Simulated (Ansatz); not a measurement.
Born–Oppenheimer molecular dynamics of BrClFGeH₃ (7 atoms, charge 0, multiplicity 1). It starts at the highest image of a converged band, a first-order saddle point between two minima.

All numbers below come from RKS B3LYP/def2-SVP (Ansatz 0.2.0).

* ensemble: NVE (velocity Verlet)
* time step: 0.5 fs
* steps asked: 200
* starting velocities drawn for: 300 K
* seed: 3111

First frame:

```xyz
7
Properties=species:S:1:pos:R:3
Ge -0.111 -0.015 -0.015
Cl -0.026 -0.649 2.396
H 1.296 0.562 0.161
F -0.678 1.045 -1.294
H -0.418 -1.430 -0.499
Br -2.547 0.651 1.070
H -1.595 -0.045 2.146
```

Task: How far do the bonds stretch over the last three quarters of this one trajectory? (Pairs bonded in most of those frames.)

Result: 
```csv
bond,mean (Å),spread (Å),shortest,longest
Ge1–Cl2,2.734,0.204,2.50,3.20
Ge1–H3,1.532,0.034,1.48,1.59
Ge1–F4,1.748,0.018,1.72,1.79
Ge1–H5,1.534,0.046,1.46,1.60
Ge1–Br6,2.672,0.158,2.29,2.81
Cl2–H7,1.417,0.127,1.24,1.63
```

Pairs bonded in part of these frames only: Ge1–Cl2 64 %, Br6–H7 50 %.

Mean temperature of the second half: 1129 K. The conserved energy stayed within 0.13 meV per atom of its start (net change 0.07 meV per atom), so the integration is sound. The kinetic energy rose, since the run started high on the potential surface and went downhill. It ends in pieces (BrFGeH2 + ClH), so much of that is their flight and rotation, not heat. A run of 0.1 ps of so small a system gives no equilibrium averages. The orbitals stay closed-shell, which can raise the energy where a bond breaks towards radicals; this wasn't checked here.

The run took 6.4 min on 2 threads of Intel(R) Xeon(R) 6975P-C (Granite Rapids) (shared host), peak memory 0.31 GiB.
